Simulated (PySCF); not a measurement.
# `ClC[SiH2]Cl`: 4 charge schemes on one density

Species: CH4Cl2Si.
Z-matrix (Å and degrees, GFN2-xTB geometry), rows numbered from 1:
```
Cl
C   1  1.7871
Si  2  1.9122  1  109.39
Cl  3  2.0117  2  106.78  1  -179.89
H   2  1.0887  1  106.50  3   122.40
H   2  1.0887  1  106.50  3  -122.30
H   3  1.4579  2  109.05  1    61.70
H   3  1.4580  2  109.05  1   -61.38
```

Density: PBE0/pcSseg-1 (PySCF); schemes: Mulliken, IAO, Hirshfeld and ESP-fitted. The structure is a single GFN2-xTB conformer in the gas phase; no vibrational or solvent corrections.

**Question.** For which atoms does the sign change between the 4 schemes (beyond +0.03 e in one, beyond −0.03 e in another)?

**Answer.** For none.

**Question.** Do the Mulliken, IAO, Hirshfeld and ESP-fitted schemes agree on where the charge is lowest?

**Answer.** All schemes agree: Mulliken C2 (-0.501); IAO C2 (-0.540); Hirshfeld C2 (-0.129); ESP-fitted C2 (-0.458).

**Question.** What partial charge does each atom carry?

**Answer.** In e:

```
atom             environment  Mulliken     IAO  Hirshfeld  ESP-fitted
 Cl1          alkyl chlorine    -0.165  -0.095     -0.067      -0.114
  C2         sp3 C–Cl carbon    -0.501  -0.540     -0.129      -0.458
 Si3  chlorine-bound silicon    +0.716  +0.821     +0.345      +0.404
 Cl4  silicon-bound chlorine    -0.313  -0.308     -0.116      -0.182
  H5      methylene hydrogen    +0.187  +0.177     +0.051      +0.213
  H6      methylene hydrogen    +0.187  +0.177     +0.051      +0.215
  H7           Si–H hydrogen    -0.055  -0.116     -0.067      -0.039
  H8           Si–H hydrogen    -0.055  -0.116     -0.067      -0.039
```

Mean size of the charges over all atoms: IAO 0.294 e, Mulliken 0.272 e, ESP-fitted 0.208 e, Hirshfeld 0.112 e. Each set sums to the total charge, 0, to within 0.001 e. The Hirshfeld scheme divides the density at each point in proportion to the densities of the neutral, spherically averaged free atoms. The Mulliken scheme gives each basis function's population to the atom it is centred on and halves the overlap population of two atoms between them.

**Question.** How closely do the schemes follow one another over all atoms?

**Answer.** Correlation coefficient and root-mean-square difference: Mulliken with IAO 0.99, 0.056 e; IAO with Hirshfeld 0.97, 0.243 e; Mulliken with ESP-fitted 0.96, 0.123 e; Mulliken with Hirshfeld 0.96, 0.213 e; IAO with ESP-fitted 0.95, 0.163 e; Hirshfeld with ESP-fitted 0.87, 0.147 e.

**Question.** Sum the charges by element, for elements with more than one atom.

**Answer.** 
```json
{"element": "Cl", "atoms": "2", "Mulliken": "-0.477", "IAO": "-0.403", "Hirshfeld": "-0.183", "ESP-fitted": "-0.296"}
{"element": "H", "atoms": "4", "Mulliken": "+0.263", "IAO": "+0.122", "Hirshfeld": "-0.034", "ESP-fitted": "+0.350"}
```

**Question.** How many electrons does the IAO scheme count on Cl1?

**Answer.** Z − q = 17 − (-0.095) = 17.095.
